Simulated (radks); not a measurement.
Problem. Species: the manganese ion Mn+. Configuration: [Ar] 3d4 4s1 4p1 (not the ground configuration). Method: scalar-relativistic Kohn-Sham, PBE, spin-polarised, spherical densities, point nucleus; open shells are filled with parallel spins first; computed with a radial shooting solver on a logarithmic mesh with Libxc functionals. Some entries of the table are withheld. Estimate them.

orbital,occ.,eigenvalue (eV),<r^2> (bohr^2),<r> (bohr)
1s up,1,-6444.884,0.004989,0.06090
1s down,1,-6444.814,0.004989,0.06090
2s up,1,-760.8806,0.09239,0.2797
2s down,1,-758.9248,0.09205,0.2792
2p up,3,-646.8404,0.07529,0.2474
2p down,3,-645.3240,0.07493,0.2469
3s up,1,-103.2462,0.8213,0.8442
3s down,1,-98.4527,0.8261,0.8466
3p up,3,-71.7286,0.9325,0.8907
3p down,3,-66.9991,0.9416,0.8947
3d up,4,-22.9470,1.479,(1)
3d down,0,-18.3532,1.544,(2)
4s up,1,(3),7.563,2.580
4p up,1,-9.6593,11.16,3.121

Solution. 
(1) 3d up <r> (bohr): 1.076
(2) 3d down <r> (bohr): 1.098
(3) 4s up eigenvalue (eV): -15.1981
